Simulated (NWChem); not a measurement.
System: C₄H₇F; SMILES F/C=C\CC

```xyz
12

C      0.2790     2.1323     0.3977
C      0.2348     0.9281    -0.5386
C     -0.7946    -0.0837    -0.1455
C     -0.5515    -1.3576     0.1492
F      0.6741    -1.8852     0.1114
H      1.0239     2.8693     0.0607
H      0.5421     1.8290     1.4226
H     -0.6967     2.6421     0.4430
H      0.0180     1.2766    -1.5645
H      1.2215     0.4421    -0.5802
H     -1.8402     0.2342    -0.0771
H     -1.3113    -2.0882     0.4416
```
Atoms are numbered in this order, from 1.

The geometry was optimised at PBE0/def2-SVP.

Problem. Give the principal values of the shielding tensors (ppm) of C1, C2, C3, C4, F5 from B3LYP/6-31G* (spherical d), GIAO (NWChem), with their diamagnetic and paramagnetic parts as GIAO splits them.

Solution. 
| atom | σ11 | σ22 | σ33 | isotropic | diamagnetic | paramagnetic |
|---|---|---|---|---|---|---|
| C1 | 164.4 | 168.4 | 188.1 | 173.6 | 248.7 | -75.1 |
| C2 | 156.8 | 172.9 | 181.4 | 170.4 | 247.8 | -77.4 |
| C3 | -13.1 | 106.9 | 154.1 | 82.6 | 255.8 | -173.2 |
| C4 | -34.8 | 86.7 | 93.7 | 48.5 | 252.5 | -204.0 |
| F5 | 222.5 | 282.2 | 428.8 | 311.2 | 474.1 | -163.0 |
